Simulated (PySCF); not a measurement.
Gas-phase XPS of Ge(vinyl)2Me2, computed

Ge(vinyl)2Me2, C6H12Ge.
Z-matrix (Å and degrees, PBE0-D3(BJ)/def2-SVP geometry), rows numbered from 1:
```
Ge
C   1  1.9491
C   2  1.3367  1  124.77
H   2  1.0986  1  117.21  3  -178.55
H   3  1.0960  2  121.77  1     1.72
H   3  1.0965  2  122.06  1  -178.42
C   1  1.9492  2  109.79  3   -24.89
C   7  1.3367  1  124.52  2   -35.35
H   7  1.0986  1  117.40  2   145.88
H   8  1.0962  7  121.75  1     1.54
H   8  1.0964  7  122.13  1  -178.59
C   1  1.9574  2  108.85  3  -145.43
H  12  1.1002  1  110.63  2  -176.63
H  12  1.0999  1  110.25  2    63.54
H  12  1.1006  1  110.59  2   -56.55
C   1  1.9562  2  109.98  3    94.59
H  16  1.1002  1  110.73  2    62.92
H  16  1.0998  1  110.31  2   -56.99
H  16  1.1007  1  110.50  2  -177.13
```

The calculation used delta-SCF UKS SCAN, pcX-2 on the ionised atom, pcseg-1 elsewhere, spin-free X2C (PySCF). These are vertical core ionisation energies against the vacuum level, from separate self-consistent calculations with and without the core hole.

Task: Give the core binding energies atom by atom.

Result: 
| atom(s) | bonded to | level | binding energy (eV) | above the level's lowest (eV) | count |
| --- | --- | --- | --- | --- | --- |
| C3/C8 | C and 2 H | C 1s | 290.06 | +0.28 | 2 |
| C12/C16 | 3 H and Ge | C 1s | 289.80 | +0.02 | 2 |
| C2/C7 | C, H and Ge | C 1s | 289.78 | 0.00 | 2 |

Lowest listed C 1s: C2/C7, bonded to C, H and Ge. Highest, 0.28 eV above it: C3/C8, bonded to C and 2 H. The values 289.78 and 289.80 eV lie too close for their order to be trusted.

Task: What is the C 1s shift of C12/C16 against C3/C8?

Result: 289.80 − 290.06 = -0.26 eV, or -25 kJ/mol.

One atom of each set of topologically equivalent atoms was ionised and stands for the set; in this conformer not all members are related by symmetry, and their own values weren't computed. No level of germanium is listed. The structure is a single PBE0-D3(BJ)/def2-SVP conformer in the gas phase; no vibrational or solvent corrections.
